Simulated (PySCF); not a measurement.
C₂H₃N. Atoms are numbered in the order given.

```xyz
6

C      0.0000     0.0000    -1.0998
N      0.0000     0.0000     0.3097
C      0.0000     0.0000     1.4738
H     -0.8884     0.5129    -1.4705
H      0.8884     0.5129    -1.4705
H      0.0000    -1.0258    -1.4705
```

The structure is a stationary point at PBE0-D3(BJ)/def2-TZVP.

All values below come from PBE/def2-TZVPD in PySCF.

Gas-phase values at a fixed geometry.

| Quantity | Value |
|---|---|
| total energy | -132.59554 hartree |
| point group | C3v |
| highest occupied level | -7.09 eV |
| lowest empty level | -0.51 eV |
| orbital gap | 6.58 eV |
| dipole moment | 3.97 D |
| quadrupole, principal values (traceless, Buckingham form, about the centre of nuclear charge) | -4.04, 2.02, 2.02 D·Å |
| mean static polarisability | 32.1 bohr³ (4.76 Å³) |
| polarisability, principal values | 26.4, 26.4, 43.7 bohr³ |
